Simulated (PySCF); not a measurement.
CH$_{3}$S, doublet, at a GFN2-xTB geometry; TPSSH/def2-SV(P) run with PySCF.

Input for PySCF:
```python
from pyscf import gto, scf, dft

mol = gto.Mole()
mol.atom = '''
    C     0.08133729    1.12203680   -0.12550724
    S    -0.07291609   -0.56203814    0.13309778
    H     0.80181200   -0.95782336   -0.79481219
    H    -0.53276719    1.73924269    0.49787221
    H     0.40958879    1.47897019   -1.07958105
'''
mol.basis = 'def2-sv(p)'
mol.spin = 1
mol.verbose = 4
mol.build()

mf = dft.UKS(mol)
mf.xc = 'tpssh'
mf.kernel()
```

What the program printed (banner, timings and long lists left out):

```
PySCF version 2.14.0

[INPUT] verbose = 4
[INPUT] num. atoms = 5
[INPUT] num. electrons = 25
[INPUT] charge = 0
[INPUT] spin (= nelec alpha-beta = 2S) = 1
[INPUT] symmetry False subgroup None
[INPUT] Mole.unit = angstrom
[INPUT] Symbol           X                Y                Z      unit          X                Y                Z       unit  Magmom
[INPUT]  1 C      0.081337290000   1.122036800000  -0.125507240000 AA    0.153705201814   2.120342253683  -0.237174310250 Bohr   0.0
[INPUT]  2 S     -0.072916090000  -0.562038140000   0.133097780000 AA   -0.137791440174  -1.062098156160   0.251518351988 Bohr   0.0
[INPUT]  3 H      0.801812000000  -0.957823360000  -0.794812190000 AA    1.515205083390  -1.810023826111  -1.501977359566 Bohr   0.0
[INPUT]  4 H     -0.532767190000   1.739242690000   0.497872210000 AA   -1.006784077254   3.286692348252   0.940842121932 Bohr   0.0
[INPUT]  5 H      0.409588790000   1.478970190000  -1.079581050000 AA    0.774010636792   2.794848605496  -2.040112513770 Bohr   0.0

nuclear repulsion = 51.0672423908339
number of shells = 20
number of NR pGTOs = 72
number of NR cGTOs = 38
basis = def2-sv(p)
ecp = {}

******** <class 'pyscf.dft.uks.UKS'> ********
method = UKS
initial guess = minao
damping factor = 0
level_shift factor = 0
DIIS = <class 'pyscf.scf.diis.CDIIS'>
diis_start_cycle = 1
diis_space = 8
diis_damp = 0
SCF conv_tol = 1e-09
SCF conv_tol_grad = None
SCF max_cycles = 50
direct_scf = True
direct_scf_tol = 1e-13
number electrons alpha = 13  beta = 12
XC library pyscf.dft.libxc version 7.1.2
    S. Lehtola, C. Steigemann, M. J. T. Oliveira, and M. A. L. Marques,  SoftwareX 7, 1–5 (2018)
XC functionals = tpssh
    V. N. Staroverov, G. E. Scuseria, J. Tao, and J. P. Perdew,  J. Chem. Phys. 119, 12129 (2003)
radial grids:
    Treutler-Ahlrichs [JCP 102, 346 (1995); DOI:10.1063/1.469408] (M4) radial grids

becke partition: Becke, JCP 88, 2547 (1988); DOI:10.1063/1.454033
pruning grids: <function nwchem_prune>
grids dens level: 3
symmetrized grids: False
atomic radii adjust function: <function treutler_atomic_radii_adjust>
small_rho_cutoff = 0
Set gradient conv threshold to 3.16228e-05
tot grids = 62424
init E= -437.938269906363

cycle= 1 E= -437.877266512336  delta_E= 0.061  |g|= 0.163  |ddm|= 1.56
cycle= 2 E= -437.866234085807  delta_E= 0.011  |g|= 0.224  |ddm|= 0.417
cycle= 3 E= -437.896314716189  delta_E= -0.0301  |g|= 0.0245  |ddm|= 0.246
cycle= 4 E= -437.896721050681  delta_E= -0.000406  |g|= 0.0146  |ddm|= 0.0559
cycle= 5 E= -437.896864543865  delta_E= -0.000143  |g|= 0.00338  |ddm|= 0.0251
cycle= 6 E= -437.896875170058  delta_E= -1.06e-05  |g|= 0.00118  |ddm|= 0.00601
cycle= 7 E= -437.896876834544  delta_E= -1.66e-06  |g|= 0.000257  |ddm|= 0.00273
cycle= 8 E= -437.896876906715  delta_E= -7.22e-08  |g|= 9.74e-05  |ddm|= 0.000654
cycle= 9 E= -437.89687691433  delta_E= -7.61e-09  |g|= 2.67e-05  |ddm|= 0.00019
cycle= 10 E= -437.896876914855  delta_E= -5.24e-10  |g|= 5.34e-06  |ddm|= 4.78e-05
Extra cycle  E= -437.896876914879  delta_E= -2.4e-11  |g|= 2.7e-06  |ddm|= 1.08e-05
converged SCF energy = -437.896876914879  <S^2> = 0.75479765  2S+1 = 2.0047919
```
